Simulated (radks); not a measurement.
Values are calculated unless marked as measured or tabulated.
Spherical quantum dot in the effective-mass picture: electrons in a well V = -V0 / (1 + exp((r - R)/a)) with V0 = 3.41, R = 9.24, a = 0.5, with a point charge +2 (a donor) at the centre, all in effective atomic units (hartree* = m*/eps^2 hartree, bohr* = eps/m* bohr), one dielectric constant everywhere. Level of theory: non-relativistic Kohn-Sham, exchange-only LDA, spin-polarised, spherical densities (a radial shooting solver with Libxc functionals). Levels are named by radial order and angular momentum (1s, 1p, 1d, 2s, ...), and open shells are averaged over m. Results are scaled to m* = 0.057 and eps = 10.9, for which hartree* = 13.05 meV and bohr* = 10.12 nm. At N = 6 the configuration is 1s2 1p(up 3, down 0) 2s(up 1, down 0). Does electron 7 go into 1p down or 1d up or 2s down?

Answer. Into 2s down. The total energies of the other choices lie higher by 0.159 meV (1d up), 0.411 meV (1p down).
